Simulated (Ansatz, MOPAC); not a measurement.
Diatomic TcO, multiplicity 6 (lowest of 2S+1 = 2, 4, 6, 8 at CCSD(T)/def2-TZVPP on PBE0 minima; our sources give no spin for the ground state, which may be another). No spin–orbit coupling. The T1 diagnostic near the minimum is 0.064, so single-reference values are doubtful.

The constants come from a fifth-degree fit in 1/R (seven points, main isotopes). In def2 and cc sets the state is the lowest found near the PBE0 minimum, followed along R.

The state that PM7 reach isn't checked; PM7 holds dispersion and hydrogen-bond terms.

Codes used: Ansatz (an electronic-structure program) with Gaussian orbitals; MOPAC for PM7 (differences of heats of formation). Each number belongs to the level named beside it. In def2 rows elements past Kr take small-core potentials, without spin–orbit coupling.

| level | r_e (Å) | ω_e (cm⁻¹) | ω_e x_e (cm⁻¹) | dipole (D) |
|---|---|---|---|---|
| PM7 | 1.766 | (withheld) | 5.7 | - |
| PBE/def2-TZVPP | 1.727 | 900 | 3.9 | 3.31 |
| r2SCAN/def2-TZVPP | 1.716 | 932 | 3.9 | 3.53 |
| B97M-V/def2-TZVPP | 1.723 | 911 | 4.2 | 3.72 |
| B3LYP/def2-TZVPP | 1.724 | 914 | 3.9 | 3.80 |
| BHLYP/def2-TZVPP | 1.707 | 950 | 4.2 | 4.34 |
| CAM-B3LYP/def2-TZVPP | 1.709 | 948 | 3.8 | 3.99 |
| wB97X-V/def2-TZVPP | (withheld) | (withheld) | 3.7 | 3.95 |

Q: What belongs in the gaps?

A: 
- wB97X-V/def2-TZVPP, r_e (Å): 1.703
- wB97X-V/def2-TZVPP, ω_e (cm⁻¹): 961
- PM7, ω_e (cm⁻¹): 841
